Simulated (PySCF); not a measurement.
# Choosing a basis for TDDFT

Compound: C₃H₅NOSi.
SMILES: `NC(=O)C#C[SiH3]`

TDDFT with PBE0 (PySCF), vertical singlets, core orbitals frozen in the response, spherical d and f functions. Geometry: PBE0-D3(BJ)/def2-SVP, one conformer, isolated molecule.

```json
{"basis": "6-31G*", "functions": "98", "diffuse": "no", "S1 (eV)": "4.66", "S2 (eV)": "5.52", "S3 (eV)": "5.74", "S4 (eV)": "6.18", "S5 (eV)": "6.28", "LUMO (eV)": "-1.04", "α (au)": "61.7"}
{"basis": "def2-SVP", "functions": "113", "diffuse": "no", "S1 (eV)": "4.64", "S2 (eV)": "5.53", "S3 (eV)": "5.74", "S4 (eV)": "6.14", "S5 (eV)": "6.27", "LUMO (eV)": "-1.22", "α (au)": "65.3"}
{"basis": "6-31+G*", "functions": "122", "diffuse": "yes", "S1 (eV)": "4.67", "S2 (eV)": "5.48", "S3 (eV)": "5.70", "S4 (eV)": "6.12", "S5 (eV)": "6.27", "LUMO (eV)": "-1.39", "α (au)": "71.4"}
{"basis": "def2-SVPD", "functions": "167", "diffuse": "yes", "S1 (eV)": "4.63", "S2 (eV)": "5.44", "S3 (eV)": "5.68", "S4 (eV)": "6.10", "S5 (eV)": "6.24", "LUMO (eV)": "-1.49", "α (au)": "78.1"}
{"basis": "aug-cc-pVDZ", "functions": "187", "diffuse": "yes", "S1 (eV)": "4.63", "S2 (eV)": "5.45", "S3 (eV)": "5.67", "S4 (eV)": "6.06", "S5 (eV)": "6.23", "LUMO (eV)": "-1.43", "α (au)": "79.5"}
{"basis": "def2-TZVP", "functions": "222", "diffuse": "no", "S1 (eV)": "4.64", "S2 (eV)": "5.45", "S3 (eV)": "5.66", "S4 (eV)": "6.09", "S5 (eV)": "6.20", "LUMO (eV)": "-1.41", "α (au)": "73.7"}
{"basis": "def2-TZVPD", "functions": "276", "diffuse": "yes", "S1 (eV)": "4.62", "S2 (eV)": "5.42", "S3 (eV)": "5.63", "S4 (eV)": "6.04", "S5 (eV)": "6.18", "LUMO (eV)": "-1.49", "α (au)": "79.4"}
```

Compare the sets with the largest diffuse one.

States are compared by their number. Against the largest diffuse basis here (def2-TZVPD, itself not a converged limit), sets without diffuse functions differ by up to 0.04 eV in S1 and 0.09 eV in S5; the smaller diffuse sets differ by up to 0.05 and 0.08 eV. State by state, the largest deviation of a set without diffuse functions is S1 0.04, S2 0.11, S3 0.11, S4 0.14, S5 0.09 eV. The same number needn't mean the same state in each row. Against def2-TZVPD the polarisability deviates by -22% in 6-31G*, -18% in def2-SVP, -10% in 6-31+G*, -2% in def2-SVPD, 0% in aug-cc-pVDZ, -7% in def2-TZVP. A single + in a Pople set puts diffuse functions on heavy atoms only.
